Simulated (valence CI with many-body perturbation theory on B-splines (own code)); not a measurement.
The numbers below are computed, except where a source is named.
**Sensitivity of CI+MBPT for Nd XL**

Method: configuration interaction combined with many-body perturbation theory (CI+MBPT): three valence electrons over a frozen Dirac-Fock core [Ar], a basis of 6 s, 6 p, 5 d, 5 f, 1 g functions for each j, with the one-electron correlation potential Σ1, the two-electron term Σ2, the three-electron term Σ3, Breit, model QED; selected CI, second order for the rest, scaled by the run's own slope (own B-spline code, finite nucleus).

No measured spectrum was set against this ion. As an estimate, large intervals hold to a few tenths of a per cent, small ones and those within an open d or f shell to about a per cent. Only levels of the ground parity were solved; by the run's estimate the other parity begins above the list, which can be wrong where configurations are misplaced.

The reference run has the lowest level (3d3/2^3) J=3/2 and an ionisation energy of 2862.37 eV. Its largest variational space holds 2233 state functions.

Levels are named by their leading jj configuration (3d3/2^4 stands for four electrons in 3d with j = 3/2), which in mixed levels can hold well under half, so a name can repeat and another be missing. Letters in brackets count levels of one name in rising energy.

Changed runs:
A. cutoff of virtual states (hartree) 7200 → 5880
B. selection threshold (hartree) 2e-08 → 1e-05
C. selection threshold (hartree) 2e-08 → 2e-07
D. scale of Σ1 1 → 0 (bad on purpose)

Excitation energies of the reference run in cm⁻¹, and shifts in cm⁻¹:

```csv
Level,Reference,A,B,C,D
(3d3/2^2 3d5/2) J=5/2 [a],167634,-0.5,-0.1,0,-1112
(3d3/2^2 3d5/2) J=3/2,212735,-0.5,0,0,-1089
(3d3/2^2 3d5/2) J=7/2,224256,-0.6,-0.1,0,-1227
(3d3/2^2 3d5/2) J=9/2,233536,-0.6,-0.1,0,-1163
(3d3/2^2 3d5/2) J=1/2,242419,-0.5,0,0,-1151
(3d3/2^2 3d5/2) J=5/2 [b],359881,-0.7,-0.1,0,-1492
(3d3/2 3d5/2^2) J=7/2 [a],395605,-1.1,-0.1,0,-2221
(3d3/2 3d5/2^2) J=9/2,417798,-1.1,-0.1,0,-2305
(3d3/2 3d5/2^2) J=3/2 [a],449916,-1.1,0,0,-2315
(3d3/2 3d5/2^2) J=1/2,466856,-1.1,0,0,-2342
(3d3/2 3d5/2^2) J=11/2,480324,-1.1,-0.1,0,-2341
(3d3/2 3d5/2^2) J=5/2 [a],494188,-1.0,-0.1,0,-2202
Ionisation energy (eV),2862.37,-0.00027,-5e-05,0,-2.63
```

No effect on these energies: C.
